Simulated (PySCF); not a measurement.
Vertical excitations of a molecule C2H9GeN from TDDFT-PBE0/def2-SVPD (PySCF), as energy in eV (oscillator strength): 6.13 (0.019), 6.92 (0.040), 7.18 (0.031), 7.49 (0.030), 7.82 (0.013), 7.90 (0.027), 7.98 (0.006), 8.01 (0.029), 8.28 (0.022), 8.31 (0.033). Lowest triplet (TDA): 5.75 eV. Geometry optimised at B3LYP-D3(BJ)/def2-SVP. The values are those of a single conformer.

Problem. Which structure fits?
A) C[CH2][GeH2][NH2]
B) C[C@@H](N)[GeH3]
C) [CH3][GeH]([CH3])[NH2]
D) C[N](C)[GeH3]

Solution. A, C[CH2][GeH2][NH2]
